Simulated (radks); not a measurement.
The numbers below are computed, except where a source is named.
Task: Numerical settings for the phosphorus ion P+, [Ne] 3s2 3p2. Code: a radial shooting solver on a logarithmic mesh with Libxc functionals. Model: scalar-relativistic Kohn-Sham, LDA (Slater exchange, Perdew-Wang correlation), spin-polarised, spherical densities, finite nucleus; open shells are filled with parallel spins first; Fermi nuclear charge, rms radius 3.1889 fm. The defaults (mesh step 0.008 in ln r, mesh end at 40 bohr or more with all orbitals vanishing there, Anderson mixing 0.5 over 9 steps, residual threshold near 1e-9 with the energy settled to 1e-9 hartree or 1e-11 of itself, here a cap of 90 iterations) give E = -340.4606 hartree and 3p at -14.993 eV in 13 iterations. Run on one thread of a shared host, so times are rough (Arm Neoverse N1): 0.12 s of CPU time, 0.12 s wall, 13 iterations on 2189 mesh points. One setting is changed at a time: mesh step in ln r 0.005; mesh step in ln r 0.03; mesh step in ln r 0.05; mesh end (bohr) 12; mesh end (bohr) 5; residual threshold 0.1; residual threshold 1e-16; mixing 2.5; linear mixing, mixing 0.2; linear mixing, mixing 0.8; mixing history 3; iteration cap 2. Which runs fail to converge, and which converge to a wrong energy?

Result: Not converged within the cap: residual threshold 1e-16; iteration cap 2. Settings that end as converged yet miss the energy by more than 1 mhartree: mesh end (bohr) 5 (+0.0215 hartree).
